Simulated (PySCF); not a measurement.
All values below come from M06-2X/def2-TZVP // PBE0-D3(BJ)/def2-TZVP (PySCF 2.14.0). Isolated molecules, 0 K electronic values unless said otherwise. 

Reference species (SMILES): `[F][Sn]([F])([F])[F]` (neutral, multiplicity 1).

```json
{
  "HOMO": "-14.61 eV"
}
```

Changed species: `[SnH4]` (4 of 4 F replaced by H; the reference has 0 of 4 F replaced by H).

Question: What does the change do to the HOMO?

Answer: the HOMO rises by 4.37 eV, to -10.24 eV.
